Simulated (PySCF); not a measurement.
wavenumber (cm⁻¹), absorption (km/mol per cm⁻¹) and a bar:
```
        0      0.004 
        6      0.004 
       13      0.005 
       19      0.005 
       26      0.006 
       32      0.008 
       39      0.011 
       45      0.016 
       52      0.026 
       58      0.054 
       65      0.145 #
       71      0.191 #
       77      0.085 #
       84      0.037 
       90      0.021 
       97      0.014 
      103      0.011 
      110      0.010 
      116      0.009 
      123      0.008 
      129      0.008 
      136      0.008 
      142      0.008 
      149      0.009 
      155      0.009 
      161      0.010 
      168      0.011 
      174      0.012 
      181      0.013 
      187      0.014 
      194      0.016 
      200      0.017 
      207      0.020 
      213      0.023 
      220      0.026 
      226      0.031 
      232      0.037 
      239      0.044 
      245      0.055 
      252      0.071 
      258      0.094 #
      265      0.134 #
      271      0.214 #
      278      0.402 ###
      284      0.536 ###
      291      0.809 #####
      297      1.920 ############
      304      4.686 ##############################
      310      2.613 #################
      316      0.970 ######
      323      0.464 ###
      329      0.267 ##
      336      0.172 #
      342      0.120 #
      349      0.088 #
      355      0.068 
      362      0.053 
      368      0.043 
      375      0.036 
      381      0.030
```

This is the computed harmonic infrared spectrum of singlet HfBr₃⁺, Lorentzian lines of 12 cm⁻¹ full width. Computed with PySCF, PBE0, basis Hf def2-SVP with ECP60, Br def2-SVP (scalar-relativistic core potentials, no spin–orbit coupling, density fitting).

Problem. Which bands make it up, and how are they assigned?

Solution. In C3v symmetry, counting bands above 1 % of the strongest: 69 cm⁻¹ (a1, bend, 3.7 km/mol); 280 cm⁻¹ (a1, stretch, 4.0 km/mol); 304 cm⁻¹ (e, stretch, 90 km/mol).

Stability towards spin polarisation was not tested. Only a few start shapes were tried, so a lower isomer may exist. Spin–orbit coupling, left out here, can matter for elements this heavy.
